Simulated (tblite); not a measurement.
Isomers of C7H4FO (doublet state). Method: GFN2-xTB as coded in tblite; computed harmonic values from a numerical Hessian at the method's own geometry, unscaled. The method is semi-empirical: single wavenumbers can be off by several per cent or more. One conformer each. Open shells enter through the occupations alone, without spin polarisation, and single modes of such species can be off by tens of per cent.

Electronic energies: GFN2-xTB at the same geometries; isomer energies are rough at this level and their order can be wrong.

```csv
SMILES,"electronic energy, lowest = 0 (kJ/mol)"
O=Cc1cc[c]cc1F,0.0
O=Cc1[c]cccc1F,6.6
O=Cc1ccc[c]c1F,4.1
```

Question: How do GFN2-xTB zero-point energies change the relative energies?

Answer: 
| SMILES | ZPE (kJ/mol) | of it from modes above 1550 cm⁻¹ | electronic (kJ/mol) | with ZPE, lowest = 0 (kJ/mol) | lowest mode (cm⁻¹) | rings |
| --- | --- | --- | --- | --- | --- | --- |
| O=Cc1cc[c]cc1F | 223.2 | 92.3 | 0.0 | 0.0 | 101 | 1 |
| O=Cc1ccc[c]c1F | 223.6 | 92.3 | 4.1 | 4.5 | 97 | 1 |
| O=Cc1[c]cccc1F | 223.4 | 92.3 | 6.6 | 6.7 | 87 | 1 |

The zero-point energies span 0.4 kJ/mol, from `O=Cc1cc[c]cc1F` to `O=Cc1ccc[c]c1F`. The order is unchanged.

Question: What do entropy and thermal enthalpy add at 298.15 K and 1 bar (rigid rotor, harmonic oscillator, one conformer each)?

Answer: 
```
        SMILES  point group  symmetry number  S (J/(mol K))  H − H(0) (kJ/mol)  ZPE + H − H(0) − TS (kJ/mol)
O=Cc1cc[c]cc1F           Cs                1          364.5              22.27                         136.8
O=Cc1ccc[c]c1F           Cs                1          365.5              22.29                         136.9
O=Cc1[c]cccc1F           Cs                1          366.9              22.40                         136.3
```

S holds R ln(2S + 1) for the spin.
